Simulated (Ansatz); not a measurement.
`C#[C][SnH3]` + `[CH3]`• → `C#[C][SnH2]`• + CH₄ at 700 K and 1 bar (hydrogen abstraction from the Sn–H bond).

Gas-phase electronic energies from Ansatz, PBE0-D4/def2-TZVP geometries. CCSD(T)/CBS is the MP2 limit (def2-TZVPP, def2-QZVPP) plus CCSD(T) − MP2 in def2-TZVPP, frozen cores. This one scheme is used for every species. Open shells (•) are unrestricted, without spin–orbit coupling. def2 core potentials past Kr. For Sn outer-core shells are correlated without core-valence functions, which leaves a few kJ/mol of doubt a bond.

```
       species  CCSD(T)/CBS energy (Eh)  H − E (kJ/mol)  S (J/(mol·K))
 `C#[C][SnH3]`               -292.44374           158.7          379.9
      `[CH3]`•                -39.78218           106.9          232.5
`C#[C][SnH2]`•               -291.81380           131.8          380.8
           CH₄                -40.46206           145.9          224.0
```

H − E and S are ideal-gas, rigid-rotor, harmonic terms from PBE0-D4/def2-TZVP, with the whole ground term of open shells counted as degenerate. 1 Eh = 2625.50 kJ/mol, R = 8.31446 J/(mol·K).

**Question.** By hand: ΔE, ΔH, ΔS and ΔG.

**Answer.** ΔE = (-291.81380) + (-40.46206) − (-292.44374) − (-39.78218) = -0.04994 Eh = -131.1 kJ/mol. Δ(H − E) = 131.8 + 145.9 − 158.7 − 106.9 = 12.1, so ΔH = -119.0 kJ/mol. ΔS = 380.8 + 224.0 − 379.9 − 232.5 = -7.6 J/(mol·K). ΔG = -119.0 − 700 × (-7.6)/1000 = -113.7 kJ/mol.

**Question.** By hand: the equilibrium constant, and the temperature at which ΔG would vanish if ΔH and ΔS stayed fixed.

**Answer.** log₁₀ K = −ΔG/(RT ln 10) = 8.5. ΔG = 0 at ΔH/ΔS = 15658 K, far beyond where these terms or the molecules hold.

The number of gas molecules stays the same, so ΔS is small and ΔH decides. A doubt of 5 kJ/mol in ΔE shifts log₁₀ K by 0.4 here. These are equilibria of isolated gas molecules and say nothing of rates. Largest T1 diagnostic: 0.019 (customary marks: 0.02 for closed shells, 0.045 for open ones).
